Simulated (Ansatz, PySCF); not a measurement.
Bond stretch in SBe, lowest singlet found (which spin is the ground state isn't settled by this scan).

Computed with: UKS-CAM-B3LYP = unrestricted CAM-B3LYP/cc-pVDZ in Ansatz (a first-principles code); RKS-CAM-B3LYP = Ansatz with restricted CAM-B3LYP/cc-pVDZ; UKS-PBE = unrestricted PBE/cc-pVDZ in Ansatz; RKS-PBE = restricted PBE/cc-pVDZ run with Ansatz; UKS-B3LYP/6-31G* = unrestricted B3LYP/6-31G*, spherical d run with PySCF; RKS-B3LYP/6-31G* = PySCF with restricted B3LYP/6-31G*, spherical d; UKS-B3LYP/3-21G = unrestricted B3LYP/3-21G run with PySCF 2.14.0; RKS-B3LYP/3-21G = restricted B3LYP/3-21G run with PySCF 2.14.0.

Scanned distances (Å): 1.45, 1.55, 1.66, 1.75, 1.84, 1.89, 1.98, 2.03, 2.10, 2.16.

### Question
Where does the unrestricted solution first break spin symmetry (<S²> of 0.01 or more)?

### Answer
UKS-CAM-B3LYP: between 1.89 and 1.98 Å; UKS-PBE: between 1.84 and 1.89 Å; UKS-B3LYP/6-31G*: between 1.89 and 1.98 Å; UKS-B3LYP/3-21G: between 1.89 and 1.98 Å.

| R / Å | <S²> UKS-CAM-B3LYP | E(RKS-CAM-B3LYP) − E(UKS-CAM-B3LYP) / mEh | <S²> UKS-PBE | E(RKS-PBE) − E(UKS-PBE) / mEh | <S²> UKS-B3LYP/6-31G* | E(RKS-B3LYP/6-31G*) − E(UKS-B3LYP/6-31G*) / mEh | <S²> UKS-B3LYP/3-21G | E(RKS-B3LYP/3-21G) − E(UKS-B3LYP/3-21G) / mEh |
|---|---|---|---|---|---|---|---|---|
| 1.45 | 0.00 | 0.0 | 0.00 | 0.0 | 0.00 | 0.0 | 0.00 | 0.0 |
| 1.55 | 0.00 | 0.0 | 0.00 | 0.0 | 0.00 | 0.0 | 0.00 | 0.0 |
| 1.66 | 0.00 | 0.0 | 0.00 | 0.0 | 0.00 | 0.0 | 0.00 | 0.0 |
| 1.75 | 0.00 | 0.0 | 0.00 | 0.0 | 0.00 | 0.0 | 0.00 | 0.0 |
| 1.84 | 0.00 | 0.0 | 0.00 | 0.0 | 0.00 | 0.0 | 0.00 | 0.0 |
| 1.89 | 0.00 | 0.0 | 0.07 | 0.1 | 0.00 | 0.0 | 0.00 | 0.0 |
| 1.98 | 0.08 | 0.1 | 0.22 | 0.7 | 0.17 | 0.3 | 0.11 | 0.1 |
| 2.03 | 0.98 | 4.2 | 0.30 | 1.3 | 0.49 | 1.2 | 0.20 | 0.5 |
| 2.10 | 1.00 | 10.9 | 0.51 | 2.7 | 0.73 | 4.2 | 0.61 | 2.2 |
| 2.16 | 1.00 | 16.0 | 0.63 | 4.6 | 0.87 | 7.6 | 0.80 | 5.3 |
